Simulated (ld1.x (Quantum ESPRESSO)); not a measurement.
# Tl (Z = 81): PAW pseudisation with Wu–Cohen, scalar-relativistic reference atom.

ld1.x (Quantum ESPRESSO) 7.5 was run on this input:

```
&input
   title='Tl', zed=81., rel=1, dft='WC', iswitch=3,
   config='[Xe] 4f14 5d10 6s1 6p2',
   nld=3, rlderiv=3.30, eminld=-3.0, emaxld=5.0, deld=0.02
 /
 &inputp
   pseudotype=3, lpaw=.true., tm=.true., lloc=-1, rcloc=1.95,
   nlcc=.true., new_core_ps=.true., rcore=2.15,
   which_augfun='PSQ', rmatch_augfun_nc=.true.,
   file_pseudopw='Tl.UPF', file_wfcaegen='ae.wfc', file_wfcncgen='nc.wfc', file_beta='beta', file_chi='chi', file_wfcusgen='us.wfc'
 /
6
6S  1  0   1.00   0.00  1.70  2.15  0.0
6S  1  0   0.00  -0.10  1.70  2.15  0.0
6P  2  1   2.00   0.00  2.80  3.05  0.0
6P  2  1   0.00   0.15  2.80  3.05  0.0
5D  3  2  10.00   0.00  1.80  2.15  0.0
5D  3  2   0.00   1.60  1.80  2.15  0.0
 &test
   configts(1)='5d10 6s1 6p2'
 /
```

Command:

```bash
ld1.x < Tl.in > Tl.out
```

Resulting log (shortened: banner, matrices, multipoles, cross overlaps and the repeated all-electron block are left out):

```
Program LD1 v.7.5
     --------------------------- All-electron run ----------------------------

     Tl
     scalar relativistic calculation

     atomic number is 81.00
     dft =WC   lsd =0 sic =0 latt =0  beta=0.20 tr2=1.0E-14
     Exchange-correlation= WC
                           (   1   4  11   4   0   0   0)
     mesh =1281 r(mesh) = 100.03807 a.u. xmin = -7.00 dx = 0.01250
     1 Ry =  13.60569312 eV, c = 137.03599908

     n l     nl                  e(Ry)          e(Ha)          e(eV)
     1 0     1S 1( 2.00)     -6293.9576     -3146.9788    -85633.6553
     2 0     2S 1( 2.00)     -1120.7156      -560.3578    -15248.1126
     2 1     2P 1( 6.00)      -963.8596      -481.9298    -13113.9786
     3 0     3S 1( 2.00)      -267.6030      -133.8015     -3640.9245
     3 1     3P 1( 6.00)      -222.4682      -111.2341     -3026.8339
     4 0     4S 1( 2.00)       -59.8237       -29.9118      -813.9426
     4 1     4P 1( 6.00)       -45.0310       -22.5155      -612.6776
     3 2     3D 1(10.00)      -175.7260       -87.8630     -2390.8738
     5 0     5S 1( 2.00)        -9.7739        -4.8869      -132.9802
     5 1     5P 1( 6.00)        -5.7346        -2.8673       -78.0229
     4 2     4D 1(10.00)       -27.7017       -13.8509      -376.9014
     4 3     4F 1(14.00)        -8.5259        -4.2629      -116.0004
     5 2     5D 1(10.00)        -1.2700        -0.6350       -17.2788
     6 0     6S 1( 1.00)        -0.7978        -0.3989       -10.8550
     6 1     6P 1( 2.00)        -0.2339        -0.1169        -3.1819

     final scf error:  6.4E-15 reached in  38 iterations

     Etot =  -40488.725560 Ry,  -20244.362780 Ha, -550877.174908 eV

     Ekin =   45618.822157 Ry,   22809.411078 Ha,  620675.694895 eV
     Encl = -100984.163911 Ry,  -50492.081956 Ha,-1373959.544459 eV
     Eh   =   15630.438634 Ry,    7815.219317 Ha,  212662.951430 eV
     Exc  =    -753.822439 Ry,    -376.911219 Ha,  -10256.276774 eV

     normalization and overlap integrals

     s(1S/1S) =  1.000000  <r> =   0.0163  <r2> =    0.0004  r(max) =   0.0100
     s(2S/2S) =  1.000000  <r> =   0.0687  <r2> =    0.0056  r(max) =   0.0582
     s(2P/2P) =  1.000000  <r> =   0.0623  <r2> =    0.0048  r(max) =   0.0482
     s(3S/3S) =  1.000000  <r> =   0.1776  <r2> =    0.0361  r(max) =   0.1642
     s(3P/3P) =  1.000000  <r> =   0.1793  <r2> =    0.0373  r(max) =   0.1642
     s(4S/4S) =  1.000000  <r> =   0.3916  <r2> =    0.1730  r(max) =   0.3699
     s(4P/4P) =  1.000000  <r> =   0.4176  <r2> =    0.1982  r(max) =   0.3889
     s(3D/3D) =  1.000000  <r> =   0.1624  <r2> =    0.0309  r(max) =   0.1327
     s(5S/5S) =  1.000000  <r> =   0.8766  <r2> =    0.8614  r(max) =   0.8030
     s(5P/5P) =  1.000000  <r> =   1.0069  <r2> =    1.1450  r(max) =   0.8986
     s(4D/4D) =  1.000000  <r> =   0.4398  <r2> =    0.2233  r(max) =   0.3938
     s(4F/4F) =  1.000000  <r> =   0.4677  <r2> =    0.2629  r(max) =   0.3563
     s(5D/5D) =  1.000000  <r> =   1.3813  <r2> =    2.2402  r(max) =   1.1113
     s(6S/6S) =  1.000000  <r> =   2.4267  <r2> =    6.7040  r(max) =   2.0504
     s(6P/6P) =  1.000000  <r> =   3.5526  <r2> =   14.7596  r(max) =   2.8026

     ------------------------ End of All-electron run ------------------------

     --------------------- Generating PAW atomic setup --------------------

      Generating local potential from pseudized AE potential:
      Matching radius rcloc =   1.9500

      Local pseudo, rcloc= 1.926 Estimated cut-off energy=     6.78 Ry

      Computing core charge for nlcc:

       r > 2.16 : true rho core
      Core charge pseudized with two Bessel functions
      Integrated core pseudo-charge :   2.34
      Wfc-us  6S rcutus= 2.129  Estimated cut-off energy=     9.96 Ry
      Wfc-us  6S rcutus= 2.129  Estimated cut-off energy=    11.03 Ry
      Wfc-us  6P rcutus= 3.021  Estimated cut-off energy=     8.31 Ry
      Wfc-us  6P rcutus= 3.021  Estimated cut-off energy=     9.10 Ry
      Wfc-us  5D rcutus= 2.129  Estimated cut-off energy=    26.47 Ry
      Wfc-us  5D rcutus= 2.129  Estimated cut-off energy=    47.93 Ry

     Required augmentation: PSQ   radius:    3.050000

     Q pseudized with Bessel functions
     Expected ecutrho=     130.6180 due to l1=  2   l2=  2

     Estimated PAW energy = -833.418130 Ryd

     ------------------- End of pseudopotential generation -------------------

     Computing logarithmic derivative in   3.31786
     Computing logarithmic derivative in   3.31786
     Computing the partial wave expansion
     R is outside the sphere for l=    0 j= 0.00
     R is outside the sphere for l=    0 j= 0.00
     R is outside the sphere for l=    1 j= 0.00
     R is outside the sphere for l=    1 j= 0.00
     R is outside the sphere for l=    2 j= 0.00
     R is outside the sphere for l=    2 j= 0.00

     ---------------------- Testing the pseudopotential ----------------------

     Tl
     scalar relativistic calculation

     atomic number is 81.00   valence charge is 13.00
     dft = SLA  PW   WCX  PBC   lsd =0 sic =0 latt =0  beta=0.20 tr2=1.0E-14
     mesh =1281 r(mesh) = 100.03807 xmin = -7.00 dx = 0.01250

     n l     nl             e AE (Ry)        e PS (Ry)    De AE-PS (Ry)
     3 2     5D   1(10.00)       -1.26997       -1.26997        0.00000
     1 0     6S   1( 1.00)       -0.79783       -0.79783        0.00000
     2 1     6P   1( 2.00)       -0.23386       -0.23386        0.00000

     eps = 1.8E-17  iter =  4

     Etot =  -40488.725560 Ry,  -20244.362780 Ha, -550877.174908 eV
     Etotps =  -833.418139 Ry,    -416.709070 Ha,  -11339.231449 eV

     Ekin =     224.332174 Ry,     112.166087 Ha,    3052.194724 eV
     Encl =    -394.023349 Ry,    -197.011674 Ha,   -5360.960764 eV
     Ehrt =      90.095468 Ry,      45.047734 Ha,    1225.811294 eV
     Ecxc =    -753.822434 Ry,    -376.911217 Ha,  -10256.276703 eV
     (Ecc =      -2.007930 Ry,      -1.003965 Ha,     -27.319284 eV)

     ---------------------- End of pseudopotential test ----------------------
```

Generation and configuration tests took about 3 s on one core of a shared server CPU.
